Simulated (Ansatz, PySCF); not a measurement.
Ge(F)(Cl)(NH2)2 (ClFGeH4N2), SMILES [NH2][Ge]([NH2])([F])[Cl]. Atoms are numbered in the order given.

```xyz
9

N     -1.6167    -0.9313    -0.4240
Ge    -0.0596    -0.2624     0.1793
N      1.3035    -1.4482     0.0136
F     -0.1285     0.0471     1.8887
Cl     0.2197     1.6987    -0.7074
H     -1.5931    -1.8934    -0.7545
H     -2.1812    -0.3331    -1.0221
H      2.0400    -1.3027     0.7058
H      1.7248    -1.4825    -0.9151
```
Charge 0, spin multiplicity 1.

Geometry: TPSSh-D3(BJ)/def2-SVP. One conformer was computed; it need not be the lowest.

Two levels are set side by side: PBE-D3(BJ)/def2-SVP (Ansatz, a program for electronic structure) and TPSSh-D3(BJ)/def2-SVP (PySCF). Each level has its own optimised geometry; the coordinates shown are those of the second. Frequencies come from the Hessian of PySCF at each geometry. Differences are taken from unrounded values.

| quantity | TPSSh-D3(BJ) |
|---|---|
| mean bond length (Å) | 1.450 |
| bond N1–Ge2 (Å) | 1.799 |
| bond Ge2–N3 (Å) | 1.814 |
| bond Ge2–F4 (Å) | 1.739 |
| bond Ge2–Cl5 (Å) | 2.170 |
| bond N1–H6 (Å) | 1.018 |
| bond N1–H7 (Å) | 1.017 |
| bond N3–H8 (Å) | 1.021 |
| bond N3–H9 (Å) | 1.020 |
| highest harmonic wavenumber (cm⁻¹) | 3656 |
| mean harmonic wavenumber (cm⁻¹) | 1147 |
| zero-point energy (kcal/mol) | 34.44 |

Task: What does PBE-D3(BJ) give, and how far is it from TPSSh-D3(BJ)? (The exact figures need the calculation; the answer reports its results.)

Result: 
| quantity | PBE-D3(BJ) | PBE-D3(BJ) minus TPSSh-D3(BJ) |
|---|---|---|
| mean bond length (Å) | 1.460 | 0.010 |
| bond N1–Ge2 (Å) | 1.813 | 0.014 |
| bond Ge2–N3 (Å) | 1.828 | 0.014 |
| bond Ge2–F4 (Å) | 1.752 | 0.013 |
| bond Ge2–Cl5 (Å) | 2.182 | 0.012 |
| bond N1–H6 (Å) | 1.024 | 0.007 |
| bond N1–H7 (Å) | 1.024 | 0.007 |
| bond N3–H8 (Å) | 1.028 | 0.007 |
| bond N3–H9 (Å) | 1.027 | 0.007 |
| highest harmonic wavenumber (cm⁻¹) | 3587 | -69 |
| mean harmonic wavenumber (cm⁻¹) | 1125 | -22 |
| zero-point energy (kcal/mol) | 33.76 | -0.68 |

Exact exchange shortens and stiffens bonds; PBE has none. Differences between two approximate levels are no errors against the true value.
